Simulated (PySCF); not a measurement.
# Telling isomers of C$_{6}$H$_{7}$FN$_{2}$ apart by NMR

Fast rotation and ring inversion assumed for equivalent nuclei, no relativistic terms, one conformer, no solvent. Geometry from GFN2-xTB; GIAO PBE0/pcSseg-1 shieldings; PySCF.

Shifts are taken against calculated references (same method and geometry level): TMS for ¹H (31.72 ppm), ¹³C (186.93 ppm). Splittings of carbon signals by F and P are missing where no couplings were computed. Where no couplings were computed, multiplicities follow the n + 1 count of equivalent neighbours, and m marks all less simple cases (inequivalent or close neighbours, rings, F or P nearby). Shifts are as computed. Against solution values, carbons near 30 ppm lie about +3 ppm off and those near 130 ppm about +5 ppm. Of 1211 compounds with measured shifts, 218 miss one by over three times the rms of a fit or turn the order of signals round; such compounds aren't used in these exercises.

(1) Tabulate the signals of `CCc1cnc(F)cn1`, `C=CCn1cc(F)cn1` and their relative energies.

(2) What is the quickest way to tell CCc1cnc(F)cn1 from C=CCn1cc(F)cn1?

## Answers

(1) 
| SMILES | carbon types | δC | δH | E rel. (kcal/mol) |
| --- | --- | --- | --- | --- |
| CCc1cnc(F)cn1 | 2×C 2×CH 1×CH2 1×CH3 | 169.6, 163.1, 147.4, 137.0, 33.8, 20.1 | 8.54 (m, 1H), 8.49 (m, 1H), 2.97 (q, 2H), 1.29 (t, 3H) | 0.0 |
| C=CCn1cc(F)cn1 | 1×C 3×CH 2×CH2 | 161.7, 145.7, 129.3, 123.1, 118.7, 60.9 | 7.36 (m, 1H), 7.28 (m, 1H), 6.23 (m, 1H), 5.63 (m, 1H), 5.44 (m, 1H), 4.78 (d, 2H) | 34.7 |

Energies are electronic energies at PBE0/pcSseg-1 on these geometries, without zero-point or thermal terms, each for the one conformer computed, which needn't be the lowest.

(2) Both give the same number of carbon signals, but DEPT or the intensities differ. The first has a methyl carbon (CH3) at 20.1 ppm, the second a terminal =CH2 carbon at 123.1 ppm. Their most deshielded carbons lie at 169.6 and 161.7 ppm. In the proton spectra the most deshielded non-exchanging signals are 8.54 (m, 1H) and 7.36 (m, 1H).
